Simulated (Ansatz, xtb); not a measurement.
Molecule: sum formula BOF, charge 1, multiplicity 2. 
Structure (B3LYP-D3(BJ)/def2-TZVP (Ansatz, a quantum-chemistry and plane-wave program) minimum search):
```xyz
3

F      0.0000     0.0000    -1.2033
B      0.0000     0.0000     0.0258
O      0.0000     0.0000     1.3376
```
Charge +1, spin multiplicity 2.

Harmonic wavenumbers from GFN2-xTB (xtb, at its own minimum), cm⁻¹: 364, 364, 1022, 1864.

Q: Give the harmonic wavenumbers at B3LYP-D3(BJ)/def2-TZVP (Ansatz, finite differences of forces, unscaled).

A: 397, 445, 984, 1944 cm⁻¹. Zero-point energy 5.4 kcal/mol.

Q: From these and the geometry, give the ideal-gas thermochemistry at 298.15 K and 1 atm (rigid rotor, harmonic oscillator).

A: Point group C∞v, rotational symmetry number 1. Rotational constants 9.007, 9.007 GHz. S(trans) 37.39, S(rot) 14.98, S(vib) 1.88, S(elec, spin only) 1.38, S 55.6 cal/(mol K). H(298) - H(0) 2.46 kcal/mol; G - E(el) -8.7 kcal/mol.
